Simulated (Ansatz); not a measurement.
`COC(N)[SiH3]`. Charge 0, multiplicity 1.

Cartesian coordinates in Å:
```
C 2.071 0.461 0.164
O 0.932 0.129 -0.595
C -0.187 -0.215 0.188
N -0.651 0.903 0.979
Si -1.484 -0.888 -1.031
H 2.857 0.734 -0.540
H 1.869 1.301 0.834
H 2.406 -0.399 0.761
H 0.094 -1.010 0.899
H -1.306 1.498 0.490
H -1.047 0.622 1.864
H -0.954 -1.968 -1.903
H -1.967 0.247 -1.864
H -2.633 -1.415 -0.243
```

(1) Give the diagnostics of a CCSD(T)/def2-TZVPP run (frozen core, the Gaussian-basis code of Ansatz). (Estimate.)

Answers

(1) Computed: T1 = 0.0116, largest single amplitude 0.011, largest double 0.015, (T) share of the correlation energy 3.7 %, 9 CCSD cycles. The RHF solution is stable towards an unrestricted one. T1 lies under the customary mark of 0.02 for closed shells.
